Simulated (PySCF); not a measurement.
C3H7NSi, SMILES [SiH2]1CN=C1C. Coordinates come from a PBE-D3(BJ)/def2-SVP optimisation. This is a generated structure with no PubChem entry under its InChIKey; it may be hypothetical.

Level of theory: PBE-D3(BJ)/def2-SVP run with PySCF.

Harmonic wavenumbers (cm⁻¹): 128, 190, 273, 289, 473, 514, 562, 612, 694, 743, 784, 890, 913, 971, 999, 1093, 1124, 1205, 1330, 1368, 1386, 1389, 1601, 2122, 2139, 2962, 2990, 3044, 3044, 3073. Rotational constants (GHz): 6.806, 3.484, 2.443; symmetry number 1.

**Question.** Work out the zero-point energy and the ideal-gas rigid-rotor harmonic-oscillator thermochemistry at 298.15 K and 1 atm.

**Answer.** ZPE = ½ Σ hcν = ½ × 38902 cm⁻¹ = 55.61 kcal/mol. H − E(el) = 60.20 kcal/mol. Entropy in cal/(mol K): translation 39.24, rotation 26.12, vibration 12.09, total 77.45. G − E(el) = 37.10 kcal/mol. Cp = 25.14 cal/(mol K). Modes under 150 cm⁻¹ make the vibrational entropy uncertain.
